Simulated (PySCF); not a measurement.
Consider `Fc1cccc(F)c1F` (C6H3F3). Non-hydrogen atoms are numbered in `[F:1][c:2]1[cH:3][cH:4][cH:5][c:6]([F:7])[c:8]1[F:9]`. These are map numbers, not IUPAC locants.

Energies: ωB97X-D3(BJ)/ma-def2-TZVP (PySCF, density fitting, integration grid level 2) on PBE0-D3(BJ)/ma-def2-SVP structures. The prefix ma- adds one diffuse s and one diffuse p function on all atoms but H. Zero-point and thermal terms (298.15 K, 1 bar) come from unscaled GFN2-xTB harmonic frequencies, with soft modes damped to free rotors in the entropy. These were taken at the GFN2-xTB minima.

**Question.** Rank these of its positions by gas-phase deprotonation enthalpy, most acidic first.
A. C3 (aromatic carbon)
B. C4 (aromatic carbon)

**Answer.** A (1594 kJ/mol), B (1622 kJ/mol).

**Question.** For C4 (aromatic carbon), what are ΔE (electronic) and ΔG(298 K) of the loss of the proton?

**Answer.** ΔE = 1654 and ΔG = 1588 kJ/mol, beside ΔH = 1622 kJ/mol. The product is `Fc1c[c-]cc(F)c1F`.
